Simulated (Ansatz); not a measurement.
Reaction (formal exchange of groups at the Si–Cl bond): `C[Si](N)(O)Cl` + ethylene → `C=C[Si](C)(N)O` + HCl

Gas-phase electronic energies from Ansatz, PBE0-D4/def2-TZVP geometries. CBS: MP2 limit from def2 TZ/QZ plus the TZ coupled-cluster correction, frozen cores. This one scheme is used for every species. Functionals use def2-TZVPP. Each species was taken in one conformer, which may not be the lowest.

```
             level  ΔE (kcal/mol)
            PBE-D4           26.8
         r2SCAN-D4           28.4
           PBE0-D4           27.6
           ωB97M-V           28.0
            B2PLYP           28.3
     HF/def2-TZVPP           30.9
SCS-MP2/def2-TZVPP           27.3
    CCSD/CBS(def2)           27.8
```

(1) What does CCSD(T)/CBS give? (Estimate.)

Largest T1 diagnostic among the species: 0.011.

Answers

(1) The calculation gave: +27.3 kcal/mol. The listed levels differ from it by -0.5, 1.1, 0.3, 0.7, 1.0, 3.6, 0.0, 0.5 kcal/mol.

The D4 term adds −1.1 kcal/mol with B3LYP and −0.7 kcal/mol with PBE0; it sums over pairs of atoms, weighted by their polarisabilities, and B3LYP, whose exchange is more repulsive, gets the larger term. From PBE to PBE0 (25 % exact exchange), in def2-TZVPP and without D4, ΔE moves by +0.7 kcal/mol.

B3LYP here is the variant with VWN-RPA as its local correlation; programs differ in this.
